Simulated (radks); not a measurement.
The numbers below are computed, except where a source is named.
Q: These are the eigenvalues of the occupied orbitals of an atom or ion with whole-number occupations (Ry). Level of theory: non-relativistic Kohn-Sham, TPSS, spin-polarised, spherical densities, point nucleus; meta-GGA in the generalised Kohn-Sham scheme (a radial shooting solver on a logarithmic mesh with Libxc functionals).

1s up: -923.9476
1s down: -923.9473
2s up: -133.7399
2s down: -133.4032
2p up: -121.8576
2p down: -121.5932
3s up: -32.14799
3s down: -31.58202
3p up: -28.02235
3p down: -27.44582
3d up: -20.86625
3d down: -20.24273

Which element is it, and in what charge state? The configuration may be excited. Open shells, if any, are filled with parallel spins first.

A: Z = 34, selenium, charge +10: Se10+ in [Ar] 3d6. The list shows which subshells hold electrons but not how many an open one holds; the 1s level, -461.97 hartree, gives Z - s = 30.4 by -(Z - s)^2/2, which with screening narrows Z to a few neighbours, and the depths of the outer levels then fix element, charge and occupations together.
